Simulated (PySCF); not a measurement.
## How methods differ on the ionisation energy of Ce²⁹⁺

Ce²⁹⁺ [Ar] 3d10 4s1 [4s1/2^1, M_J = 1/2] → Ce³⁰⁺ [Ar] 3d10, as a difference of total energies. Computed with PySCF 2.14 in an even-tempered Gaussian basis (17 s from 2.6 bohr⁻², ratio 2.8; 13 p from 3.4 bohr⁻², ratio 2.8; 8 d from 6 bohr⁻², ratio 2.8; 4 f from 14 bohr⁻², ratio 3), with the two-component X2C-1e Hamiltonian. Correlated levels: [Ne] frozen; the 74 highest virtual spinors dropped. "Screened" scales the spin-orbit matrix elements by Boettger's factors to mimic the two-electron term; Breit and QED terms are absent.

```tsv
method	ionisation energy (eV)
GHF (spin-free)	1094.1
GMP2 (spin-free)	1095.2
GHF (screened spin-orbit)	1094.0
GMP2 (screened spin-orbit)	1095.1
```

Breit and QED terms and the two-electron picture change are absent.

For comparison: 1103.5 ± 0.5 eV (semi-empirical (NIST evaluation); NIST Atomic Spectra Database, ionization energies).
